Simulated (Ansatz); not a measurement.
`COB(C)O[SiH3]` + `S[SiH]1CO1` → `[SiH3]S[SiH]1CO1` + `COB(C)O`  (ligand exchange at the Si–O bond)

Computed with Ansatz on PBE0-D4/def2-TZVP structures; ΔE is electronic, products minus reactants. CBS: MP2 limit from def2 TZ/QZ plus the TZ coupled-cluster correction, frozen cores. DFT in def2-TZVPP. Each species was taken in one conformer, which may not be the lowest.

| level | ΔE (kcal/mol) |
| --- | --- |
| PBE0-D4 | 3.8 |
| MP2/def2-TZVPP | 5.9 |
| CCSD(T)/def2-TZVPP | 6.8 |
| MP2/CBS(def2) | 5.4 |

What does CCSD(T)/CBS give? (An estimate is asked.)

Computed: +6.2 kcal/mol. The listed levels differ from it by -2.4, -0.3, 0.6, -0.8 kcal/mol.

Largest T1 diagnostic among the species: 0.013.

From PBE to PBE0 (25 % exact exchange), in def2-TZVPP and without D4, ΔE moves by +0.8 kcal/mol. In def2-TZVPP, CCSD(T) changes the Hartree–Fock value by −3.9 kcal/mol (the triples alone add −0.8 kcal/mol) and MP2 by −4.7 kcal/mol.
